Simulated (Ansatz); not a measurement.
Program: Ansatz. Geometries: PBE0-D4/def2-TZVP. ΔE: electronic, gas phase. CCSD(T)/CBS adds triple-zeta CCSD(T) − MP2 to the extrapolated MP2 energy (def2 sets, frozen cores). This one scheme is used for every species. Functionals use def2-TZVPP. HSE06 is defined as in plane-wave codes. Each species was taken in one conformer, which may not be the lowest.

Reaction (ligand exchange at the Si–C bond): `C[Si](F)(F)Cl` + `O[SiH3]` → `F[Si](F)(Cl)O[SiH3]` + CH₄

```
             level  ΔE (kcal/mol)
        r2SCAN0-D4          -29.3
      CAM-B3LYP-D4          -30.2
              BLYP          -27.5
           r2SCANh          -28.6
             HSE06          -26.4
       HF/def2-SVP          -32.4
   CCSD/def2-TZVPP          -29.9
CCSD(T)/def2-TZVPP          -29.2
```

Task: What does CCSD(T)/CBS give? (Best estimate.)

Result: Computed: -29.1 kcal/mol. The listed levels differ from it by -0.2, -1.1, 1.6, 0.5, 2.7, -3.3, -0.8, -0.1 kcal/mol.

Largest T1 diagnostic among the species: 0.011.

The D4 term adds −0.9 kcal/mol with B3LYP and −0.6 kcal/mol with PBE0; it sums over pairs of atoms, weighted by their polarisabilities, and B3LYP, whose exchange is more repulsive, gets the larger term. From BLYP to BHLYP (50 % exact exchange), in def2-TZVPP and without D4, ΔE moves by −3.6 kcal/mol. In def2-TZVPP, CCSD(T) changes the Hartree–Fock value by +4.7 kcal/mol (the triples alone add +0.7 kcal/mol) and MP2 by +4.7 kcal/mol.

B3LYP here is the variant with VWN-RPA as its local correlation; programs differ in this.
